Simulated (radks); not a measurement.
Values are calculated unless marked as measured or tabulated.
All-electron atom: C III in [He] 2s2.

Code: a radial shooting solver on a logarithmic mesh with Libxc functionals. Model: Dirac Kohn-Sham, PBE, spin-unpolarised, spherical densities, finite nucleus; Fermi nuclear charge, rms radius 2.4702 fm.

Energy parts (hartree):
| part | energy |
|---|---|
| total | -36.47795 |
| kinetic | 36.42683 |
| electron-nucleus | -80.58450 |
| Hartree | 12.04309 |
| exchange-correlation | -4.36337 |

Orbitals (lengths in bohr, moments of r in powers of bohr; <r^-3> diverges for s and p1/2; r(90%) holds 90 % of the orbital's charge):
orbital,occ.,eigenvalue (hartree),<r>,<r^-3>,<r^2>,r(90%),small-component weight
1s1/2,2,-11.33855,0.2701,-,0.09878,0.485,4.25e-04
2s1/2,2,-1.48388,1.361,-,2.184,2.11,5.91e-05

The highest occupied level is 2s1/2 at -40.378 eV. The density falls to 0.001 e/bohr^3 at r = 2.79 bohr. For comparison, the ionisation energy in NIST's Atomic Spectra Database is 47.888 eV (measured). In exact Kohn-Sham theory the highest level is minus the ionisation energy, but local and semilocal functionals leave it too shallow, through self-interaction and a potential that decays too fast; potentials with the right tail come closer. The electron density at the nucleus is 132.8 e/bohr^3. Summed over all electrons, <r^2> = 4.566 bohr^2, which gives a Langevin (diamagnetic) susceptibility term of -3.62 x 10^-6 cm^3/mol.
